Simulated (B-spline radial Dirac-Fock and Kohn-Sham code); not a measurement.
**Elastic and transport cross sections of bromine for electrons**

Calculated with a radial finite-basis atomic code, using relativistic (Dirac) partial waves in the static field of the Dirac-Fock atom with Furness-McCarthy exchange, without polarisation or absorption potentials. σ_tr1 and σ_tr2 weight the cross section with 1 − P₁ and 1 − P₂ of cos θ; "backward" is the share scattered beyond 90°.

```
energy (eV)  σ (a₀²)  σ_tr1 (a₀²)  σ_tr2 (a₀²)  σ/σ_tr1  backward (%)
       3000     3.65        0.319        0.503     11.4           2.8
       4740     2.75        0.162        0.290     17.0           1.6
       4970     2.67        0.151        0.273     17.7           1.5
       5000     2.66        0.150        0.271     17.8           1.5
       6620     2.22       0.0973        0.187     22.8           1.0
       7670     2.01       0.0774        0.153     26.0          0.82
       7980     1.96       0.0728        0.145     26.9          0.78
       8880     1.82       0.0615        0.125     29.6          0.68
       9610     1.72       0.0543        0.111     31.8          0.61
      10000     1.68       0.0509        0.105     32.9          0.58
      10200     1.65       0.0494        0.102     33.5          0.56
      10900     1.58       0.0444       0.0929     35.6          0.51
      16000     1.20       0.0239       0.0525     50.3          0.31
      20000        ?            ?            ?        ?             ?
      22800    0.924       0.0133       0.0304     69.3          0.19
      25700    0.845       0.0109       0.0252     77.3          0.16
      30000    0.751      0.00843       0.0197     89.1          0.13
```

Q: Fill in the row for 20 keV.

A: σ = 1.02 a₀², σ_tr1 = 0.0166 a₀², σ_tr2 = 0.0373 a₀², σ/σ_tr1 = 61.5, backward 0.23 %. The ratio σ/σ_tr1 is roughly the number of elastic collisions that randomise the direction.
